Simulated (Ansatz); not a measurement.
```xyz
16

C    -1.317    0.446    2.167
B    -0.046   -0.110    1.407
S    -0.484   -1.363   -0.084
B     0.940   -0.312   -1.007
C     0.592    0.055   -2.505
S     0.862    1.208    0.251
H    -1.801   -0.352    2.740
H    -2.074    0.870    1.501
H    -1.031    1.225    2.880
H     0.839   -0.617    2.042
H     0.221   -2.440    0.294
H     1.985   -0.852   -0.765
H     0.597   -0.842   -3.132
H     1.338    0.741   -2.919
H    -0.389    0.526   -2.624
H    -0.232    1.816   -0.247
```

The species carries charge 0 and has multiplicity 1.

List the B3LYP/def2-TZVPP orbital energies in eV (Ansatz). (Estimate.)

The calculation gave: Occupied: -2418.58, -2418.50, -275.94, -275.94, -216.61, -216.54, -183.78, -183.78, -161.16, -161.08, -161.05, -161.02, -160.97, -160.94, -21.77, -20.19, -18.90, -18.60, -13.89, -13.30, -12.61, -11.30, -11.02, -10.96, -10.72, -10.38, -9.65, -9.03, -8.84, -8.74, -7.77, -7.72. Lowest empty: -0.31, -0.12, 0.19, 1.03, 1.24, 1.70, 1.93, 1.99.

B3LYP here is the variant with VWN-RPA as its local correlation; programs differ in this.
